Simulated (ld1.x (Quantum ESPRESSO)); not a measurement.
## Tc (Z = 43): excitation energies, all-electron against TM semilocal

ld1.x (Quantum ESPRESSO) 7.5 input, shortened:

```
&input
   title='Tc', zed=43., rel=1, dft='PBE', iswitch=3,
   config='[Kr] 4d5 5s1 5p0'
 /
 &inputp
   pseudotype=1, tm=.true., lloc=1,
   nlcc=.false.
 /
3
4S  1  0   2.00   0.00  1.65  1.65  0.0
4D  3  2   5.00   0.00  2.05  2.05  0.0
4P  2  1   6.00   0.00  1.40  1.40  0.0
 &test
   configts(1)='4s2 4p6 4d5 5s1 5p0'
 /
```

Occupied shells without a wave of their own: 5s. They enter only through the test configuration that unscreens the potential.

Energies are relative to the spin-unpolarised reference configuration 4s2 4p6 4d5 5s1 5p0; without spin polarisation the order of configurations can differ from experiment.

```
valence configuration  charge  ΔE all-electron (eV)  error AE − PS (meV)
  4s2 4p6 4d5 5s2 5p0       0                -8.153                +1055
  4s2 4p6 4d5 5s0 5p0      +2                14.851                -1687
  4s2 4p6 4d4 5s2 5p1       0                -1.547                +1473
  4s1 4p6 4d5 5s2 5p0      +1                71.792                +1737
  4s2 4p6 4d5 5s1 5p1       0                -4.399                  +47
```

(1) What are ΔE and the potential's error for 4s2 4p6 4d4 5s0 5p0?

(2) What are ΔE and the potential's error for 4s2 4p6 4d3 5s0 5p0?

The potential misses its own reference levels by up to 1.3 eV, so it is not fit for use.

Answers

(1) ΔE = 43.557 eV all-electron; the error (AE − PS) is -2365 meV.

(2) ΔE = 85.592 eV all-electron; the error (AE − PS) is -3125 meV.

These tests converged, but a pseudo level misses the all-electron one widely, so the file describes the atom poorly there or has found another state: 4s2 4p6 4d5 5s0 5p0: empty 5s by 2.1 eV; 4s2 4p6 4d4 5s0 5p0: empty 5s by 2.8 eV; 4s2 4p6 4d3 5s0 5p0: empty 5s by 3.8 eV. The 5s level has no wave, so the channel is fitted at the deeper level alone: the likely source of the large errors.
